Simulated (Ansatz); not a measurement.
One geometry of SeF4, several levels of theory.

```yaml
crystal:
  periodic: [false, false, false]
  atoms:
    - {symbol: Se, position_ang: [-0.308702, -0.405807, -0.006902]}
    - {symbol: F, position_ang: [-0.231834, -0.285951, 1.777378]}
    - {symbol: F, position_ang: [-0.184428, -0.261342, -1.786686]}
    - {symbol: F, position_ang: [1.413320, -0.322943, 0.016565]}
    - {symbol: F, position_ang: [-0.688356, 1.276043, -0.000354]}
basis:
  gaussian: {orbitals: def2-TZVPD, initial_orbitals: start.molden}
hamiltonian: {xc: pbe, dispersion: d4}
scf: {omitted_lower_state_checks: [starts]}
output: {orbitals: {seedname: orbitals}}
```

The file start.molden holds the orbitals of an earlier run on this structure, at another level or in another basis.

```sh
$ ansatz run in.yaml --threads 4 --pin off --events-out ev --progress --plain --max-ram 3916MiB
```

Output, abridged:

```
Functional definition: PBE
  name "PBE"
  cite "Perdew, Burke & Ernzerhof, Phys. Rev. Lett. 77, 3865 (1996) doi:10.1103/PhysRevLett.77.3865"
  parent pbe
  parameter kappa = 0.804
  parameter beta = 0.06672455060314922
  exchange = pbe_x(kappa = kappa, mu = beta*pi^2/3)
  correlation = pbe_c(beta = beta)
these checks for a lower state are left out or cut short: starts
1211 factors; their error is unknown
mean field evaluation 1: about -76201.7405 eV, gradient 1.8e1 eV
mean field evaluation 2: about -76202.0996 eV, gradient 5.1e-1 eV
mean field evaluation 4: about -76202.0864 eV, gradient 1.4e-1 eV
mean field -76202.08643762 eV, -2800.3750249532 hartree, gradient 6.2e-5 eV, S^2 0.000000; 0 other end points of the search recorded, 0 dependent functions left out
reference -76202.08649609 eV, -2800.3750271019 hartree; 35, 35 occupied and 182, 182 virtual orbitals, 1211 factors
Total energy: -76202.17895609 eV, -2800.3784249443 hartree
Checks for a lower state left out: starts
```

It took 1.6 s on 4 threads of Arm Neoverse V2 on a shared host.

The first input with `gaussian: {orbitals: def2-TZVP, initial_orbitals: start.molden}`, `hamiltonian: {xc: {text: "exchange = 0.85*pbe_x + 0.15*exact_x\ncorrelation = pbe_c"}}` (abridged; 1.2 s):

```
Functional definition: unnamed
mean field -76202.63699684 eV, -2800.3952576314 hartree, gradient 1.6e-5 eV, S^2 0.000000
Total energy: -76202.63701437 eV, -2800.3952582755 hartree
Checks for a lower state left out: starts
```

Geometry: r2SCAN-D4/def2-SVP.
